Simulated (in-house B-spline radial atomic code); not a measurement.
# How G0W0 and RPA depend on the start: Ti4+

Configuration [Ne] 3s2 3p6. Computed with an all-electron radial atomic-structure program (B-spline basis): all electrons, scalar-relativistic (spin-free one-electron X2C), finite nucleus, each spin shell either full or empty, empty states to l = 9 with an (l + 1/2)⁻⁴ tail; G0W0 by contour deformation at full frequency.

```json
{"start": "Hartree-Fock", "mean-field 3p (eV)": "-99.42", "G0W0 (eV)": "-99.96", "QP weight": "0.969", "RPA correlation (Eh)": "-1.073"}
{"start": "LDA VWN5", "mean-field 3p (eV)": "-89.41", "G0W0 (eV)": "?", "QP weight": "?", "RPA correlation (Eh)": "?"}
{"start": "PBE", "mean-field 3p (eV)": "-89.39", "G0W0 (eV)": "-99.37", "QP weight": "0.943", "RPA correlation (Eh)": "-1.2118"}
{"start": "PBE0", "mean-field 3p (eV)": "-92.25", "G0W0 (eV)": "-99.55", "QP weight": "0.953", "RPA correlation (Eh)": "-1.1709"}
{"start": "r2SCAN", "mean-field 3p (eV)": "-90.31", "G0W0 (eV)": "-99.50", "QP weight": "0.948", "RPA correlation (Eh)": "-1.1888"}
{"start": "HSE06", "mean-field 3p (eV)": "-91.81", "G0W0 (eV)": "-99.53", "QP weight": "0.951", "RPA correlation (Eh)": "-1.1752"}
{"start": "B3LYP (VWN-RPA)", "mean-field 3p (eV)": "-91.70", "G0W0 (eV)": "-99.52", "QP weight": "0.951", "RPA correlation (Eh)": "-1.1794"}
{"start": "SCAN", "mean-field 3p (eV)": "-90.34", "G0W0 (eV)": "-99.48", "QP weight": "0.948", "RPA correlation (Eh)": "-1.188"}
{"start": "TPSS", "mean-field 3p (eV)": "-89.69", "G0W0 (eV)": "-99.39", "QP weight": "0.945", "RPA correlation (Eh)": "-1.2031"}
{"start": "BHandHLYP", "mean-field 3p (eV)": "-94.91", "G0W0 (eV)": "-99.71", "QP weight": "0.959", "RPA correlation (Eh)": "-1.1353"}
{"start": "CAM-B3LYP", "mean-field 3p (eV)": "-93.68", "G0W0 (eV)": "-99.63", "QP weight": "0.956", "RPA correlation (Eh)": "-1.1595"}
{"start": "LC-wPBE", "mean-field 3p (eV)": "-94.96", "G0W0 (eV)": "-99.66", "QP weight": "0.959", "RPA correlation (Eh)": "-1.1547"}
{"start": "wB97X", "mean-field 3p (eV)": "-94.69", "G0W0 (eV)": "?", "QP weight": "?", "RPA correlation (Eh)": "?"}
{"start": "PBEsol", "mean-field 3p (eV)": "-89.28", "G0W0 (eV)": "-99.40", "QP weight": "0.943", "RPA correlation (Eh)": "-1.2124"}
{"start": "BLYP", "mean-field 3p (eV)": "-89.23", "G0W0 (eV)": "-99.35", "QP weight": "0.943", "RPA correlation (Eh)": "-1.2126"}
{"start": "r2SCAN0", "mean-field 3p (eV)": "-92.85", "G0W0 (eV)": "-99.63", "QP weight": "0.955", "RPA correlation (Eh)": "-1.1565"}
{"start": "LDA exchange-only", "mean-field 3p (eV)": "-87.56", "G0W0 (eV)": "-99.49", "QP weight": "0.941", "RPA correlation (Eh)": "-1.2132"}
```

Task: What G0W0 level, weight and RPA correlation energy follow from the LDA VWN5 start?

Result: G0W0 level -99.43 eV, weight 0.943, RPA correlation -1.2139 hartree.

Task: What G0W0 level, weight and RPA correlation energy follow from the wB97X start?

Result: G0W0 level -99.57 eV, weight 0.959, RPA correlation -1.1499 hartree.

Task: How much of the dependence on the start does G0W0 remove?

Result: The mean-field levels span 11.9 eV and the G0W0 levels 0.602 eV. Against 99.299 ± 0.012 eV (NIST, measured) the G0W0 removal energies are off by +0.06 to +0.66 eV, with spin-orbit coupling, Breit and QED terms left out.
